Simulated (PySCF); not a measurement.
Polarisability and C₆ of Ni²⁺ (nickel, charge +2)

[Ar] 3d8, high-spin 3F determinant. All numbers are calculated (PySCF 2.14, scalar relativity by spin-free X2C-1e, in x2c-QZVPPall with one added diffuse shell each of s, p, d, f, g type (12s8p7d5f3g, 133 functions)). Coupled (time-dependent) response in atomic units; α is the mean over directions.

```csv
method,mean α (bohr³),C₆ (like pair),S(−4)
PBEsol,3.511,9.880,6.731
```

S(−4) is the Cauchy moment in α(ω) = α(0) + S(−4) ω² + …

α(iu) at PBEsol:

```csv
u (hartree),α(iu) (bohr³)
0,3.511
0.0500,3.495
0.100,3.446
0.200,3.274
0.300,3.044
0.500,2.570
0.750,2.093
1.00,1.745
1.50,1.283
2.00,0.9920
3.00,0.6478
5.00,0.3395
```

A single London oscillator, α(iu) = α/(1 + u²/ω²), gives C₆ = (3/4) ω α². Matching the computed C₆ needs ω = 4 × 9.880 / (3 × 3.511²) = 1.07 hartree.

For an ion, C₆ is the dispersion term alone; charge-induced terms of lower order in 1/R come first.
